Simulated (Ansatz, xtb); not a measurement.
A geometry optimisation of CHF3Si2+ with r2SCAN-D4/def2-SVP

The starting geometry of this gas-phase doublet was built from a drawn formula by distance geometry and a force field; its bonds are those of `F[C]1[SiH+][Si]1(F)F`.

```xyz
7

C    -2.3794    0.2003   -1.4645
F    -3.1227   -0.8893   -1.8095
F    -3.0533    0.1649    1.1775
F    -2.7964    2.5532   -0.1042
Si   -0.6749    0.1796   -1.2477
Si   -2.3246    1.0056    0.0505
H    -0.1423   -1.1550   -0.7196
```

Task: Predict what it relaxes into with r2SCAN-D4/def2-SVP.

Result: It keeps its bonds, and is `F[C]1[SiH+][Si]1(F)F`. Distances that change by over a tenth: C1–Si6 (1.72 → 1.90 Å).

The energy falls by 1.51 eV over 12 steps:

```json
{"step": "1", "E − E(last) (eV)": "1.510"}
{"step": "2", "E − E(last) (eV)": "0.653"}
{"step": "3", "E − E(last) (eV)": "0.249"}
{"step": "5", "E − E(last) (eV)": "0.095"}
{"step": "6", "E − E(last) (eV)": "0.050"}
{"step": "7", "E − E(last) (eV)": "0.022"}
{"step": "8", "E − E(last) (eV)": "0.009"}
{"step": "10", "E − E(last) (eV)": "0.000"}
{"step": "11", "E − E(last) (eV)": "0.000"}
{"step": "12", "E − E(last) (eV)": "0.000"}
```

Final geometry (Å):

```xyz
7

C    -2.5127   -0.2084   -1.3601
F    -3.3139   -0.7647   -2.1836
F    -3.2812    0.5851    1.4396
F    -2.6069    2.5588   -0.1584
Si   -0.7625   -0.2308   -0.7498
Si   -2.5173    0.9983    0.1129
H     0.5008   -0.8788   -1.2180
```

From the same start GFN2-xTB ends elsewhere, differing in Si5–Si6 (3.24 against 2.31 Å here).

No frequencies were run, so the end isn't proven a minimum. Open shells are spin-unrestricted. Run with Ansatz 0.2.0, 86 s on 2 threads of Intel(R) Xeon(R) Platinum 8259CL CPU @ 2.50GHz (Skylake/Cascade Lake) (shared host).
